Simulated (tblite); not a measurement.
Species: C₄H₆O₂SSi.
Numbering: `[O:1]=[CH:2][O:3]/[CH:4]=[C:5]1/[CH2:6][SiH2:7][S:8]1` (hydrogens: H9 on C2; H10 on C4; H11, H12 on C6; H13, H14 on Si7)

Cartesian coordinates in Å at the GFN2-xTB level; atoms count from 1:
```
atom  x, y, z in Å
O1     3.5665    1.1383    0.4165
C2     3.2334    0.0383    0.7515
O3     2.0141   -0.4741    0.7083
C4     0.9889    0.3196    0.2299
C5    -0.2578   -0.1219    0.1352
C6    -1.4513    0.6367   -0.3738
Si7   -2.6716   -0.8093   -0.1260
S8    -0.8359   -1.7338    0.5815
H9     3.9169   -0.7270    1.1535
H10    1.2753    1.3224   -0.0617
H11   -1.3065    0.9669   -1.4025
H12   -1.6451    1.5281    0.2232
H13   -3.6549   -0.6407    0.9339
H14   -3.1727   -1.4441   -1.3360
```

Computed with GFN2-xTB (tblite): harmonic, unscaled wavenumbers at the GFN2-xTB geometry, gas phase. The method is semi-empirical: single wavenumbers can be off by several per cent or more. Modes of hydrogen on silicon can be 10 to 20 % off. One conformer, not necessarily the lowest.

Task: How many normal modes are there?

Result: 14 atoms, non-linear: 3N − 6 = 36.

Task: What is the point group of the computed structure, and how do the modes divide by symmetry?

Result: Cs. The vibrations span 23 a′ + 13 a″.

Task: How many distinct wavenumbers does the calculation give?

Result: 36: Cs has no degenerate species.

Task: How many fundamentals are allowed in the infrared by symmetry?

Result: 36 of 36: in Cs every mode is allowed. All fundamentals are allowed in the Raman spectrum.

Task: Zero-point energy?

Result: ½Σν̃ = 19623 cm⁻¹ = 2.433 eV (36 modes); those above 1550 cm⁻¹ give 1.238 eV of it.

Task: How far is the lowest real mode excited at 200 K, as a harmonic oscillator?

Result: θ = hcν̃/k = 55 K for 38.0 cm⁻¹, so N1/N0 = 0.76 and ⟨v⟩ = 1/(exp(θ/T) − 1) = 3.2.

Time: 0.9 s of wall time. Hardware: an Arm Neoverse N1 with one thread (shared host). This covers the Hessian and the dipole derivatives.
